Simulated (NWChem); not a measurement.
# InGeH$_{3}$Cl$_{2}$; SMILES [Cl][In]([Cl])[GeH3]

Computed with NWChem. Medium grid unless said otherwise, to which SCAN and Minnesota functionals are sensitive. Geometry: optimised at PBE-D3(BJ)/def2-SVP. No frequency run checked for a minimum. def2 effective core potentials on In; no spin-orbit coupling. Hybrids' shares of exact exchange are those that their runs print; pure functionals count as 0. The functionals differ in more than this share.

```
row              share of exact exchange  orbital gap (eV)
---------------  -----------------------  ----------------
PBE/def2-SVP                        0.00              4.16
M06-L/def2-SVP                      0.00              4.69
TPSSh/def2-SVP                      0.10          withheld
B3LYP/def2-SVP                      0.20              5.64
B3PW91/def2-SVP                     0.20              5.77
PW6B95/def2-SVP                     0.28              6.20
```

Q: Fit a straight line of the last column on the one before it, predict the withheld value, and compare with the run.

A: 
1. Means of the 5 shown rows: x = 0.136, y = 5.292. Slope Σ(x − x̄)(y − ȳ)/Σ(x − x̄)² = 0.4194/0.06592 = 6.363; intercept 4.427.
2. The shown rows scatter about the line by 0.173 (root mean square); the largest residual is -0.27, at PBE/def2-SVP.
3. At x = 0.10 (TPSSh/def2-SVP; inside the shown range) the line gives 5.06.
4. The run gives 5.19, +0.13 from the line, 0.8 times the scatter.
